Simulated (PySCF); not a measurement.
# Correlation energy of Al(2+) (aluminium, charge +2)

[Ne] 3s1, 2S determinant. Calculation: PySCF 2.14, in dyall-acv3z; no relativity, point nucleus. Frozen: 1s2; 9 electrons correlated; the 18 highest virtual orbitals of each spin left out.

| level | correlation energy (mhartree) |
| --- | --- |
| CCSD | -287.49 |
| (T) | -2.35 |
| CCSD(T) | -289.84 |

Diagnostics: T1 = 0.0035, D1 = 0.0125, largest double amplitude 0.010.

Is a single reference adequate?

Yes: T1 lies below 0.03 and no double amplitude reaches 0.07.
